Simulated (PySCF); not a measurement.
Compound: C5H4O3.
Geometry (CAM-B3LYP/def2-SV(P), Å), atoms numbered from 1 in this order:
```xyz
12
C5H4O3 angstrom
O      2.9820   -0.2768   -0.6463
C      2.1915    0.5424   -0.2608
C      0.7488    0.2565   -0.1182
C      0.0803   -0.8691   -0.3867
C     -1.3585   -0.6208   -0.0704
C     -1.3493    0.8300    0.4028
O     -2.2439    1.5199    0.7647
O     -0.0482    1.2766    0.3496
H      2.4926    1.5800    0.0185
H      0.5300   -1.7851   -0.7664
H     -1.7610   -1.2680    0.7290
H     -2.0384   -0.7283   -0.9336
```

Computed with PySCF 2.14.0, CAM-B3LYP/def2-SV(P) geometry optimisation, gas phase.

Take the most abundant isotopes and a rigid rotor. The values belong to one conformer with, in the numbering `[O:1]=[CH:2][C:3]1=[CH:4][CH2:5][C:6](=[O:7])[O:8]1`, O1–C2–C3–C4 -1°.

Give the principal moments of inertia and the rotational constants in MHz.

Ia = 80.55, Ib = 373.44, Ic = 450.82 u·Å²; 505379 MHz·u·Å²/I gives A = 6274, B = 1353, C = 1121 MHz.

Classify the top.

A near-prolate asymmetric top: κ = (2 × 1353 − 6274 − 1121)/(6274 − 1121) = -0.91.

What does the inertial defect say?

Not planar: Δ = Ic − Ia − Ib = -3.16 u·Å². For a rigid frame Δ = −2 Σ m c², so Σ m c² = 1.58 u·Å² lies off the ab plane, practically all of it from hydrogen. The atom farthest from that plane is 0.89 Å away.

Give the other two planar moments, Paa and Pbb, and the rms extents of the mass along the axes.

Paa = Σ m a² = (Ib + Ic − Ia)/2 = 371.85 and Pbb = Σ m b² = (Ia + Ic − Ib)/2 = 78.97 u·Å². With the mass M = 112.02 u, the rms extents √(P/M) along a, b and c are 1.82, 0.84, 0.12 Å.

Where do the levels up to J = 2 lie, in MHz?

Above 0(0,0):
J = 1: 1(0,1) 2474, 1(1,1) 7395, 1(1,0) 7627
J = 2: 2(0,2) 7415, 2(1,2) 12112, 2(1,1) 12808, 2(2,1) 27571, 2(2,0) 27579
The levels of one J sum to (2J + 1)J(J + 1)(A + B + C)/3.

Which types of transition are allowed, and where do some lines up to J = 2 fall?

The dipole components are |μa| = 0.02 D, |μb| = 2.20 D, |μc| = 0.00 D; the mirror of this Cs structure is the ab plane, so μc vanishes by symmetry (the 0.01 D computed is a residue) and there are no c-type lines. The squared components, which scale the intensities, stand as 0.00 : 1.00 (a : b). Some lines, for components of 0.1 D or more:

```
type  branch         J(Ka,Kc)    MHz  lower level (cm⁻¹)
   b       Q  1(1,0) ← 1(0,1)   5153               0.083
   b       Q  2(1,1) ← 2(0,2)   5393               0.247
   b       R  1(1,1) ← 0(0,0)   7395               0.000
   b       R  2(1,2) ← 1(0,1)   9637               0.083
   b       Q  2(2,0) ← 2(1,1)  14770               0.427
   b       Q  2(2,1) ← 2(1,2)  15459               0.404
   b       R  2(2,1) ← 1(1,0)  19943               0.254
   b       R  2(2,0) ← 1(1,1)  20184               0.247
```

Estimate the classical rotational partition function at 10 K, 200 K and 500 K.

Point group Cs, symmetry number σ = 1; q = (√π/σ)·√((kT/h)³/(ABC)), k/h = 20836.6 MHz/K: 1730 at 10 K, 155000 at 200 K, 611000 at 500 K.

Not checked by CAM-B3LYP/def2-SV(P) frequencies. No vibrational averaging or centrifugal distortion is included, and the geometry carries the error of its method.
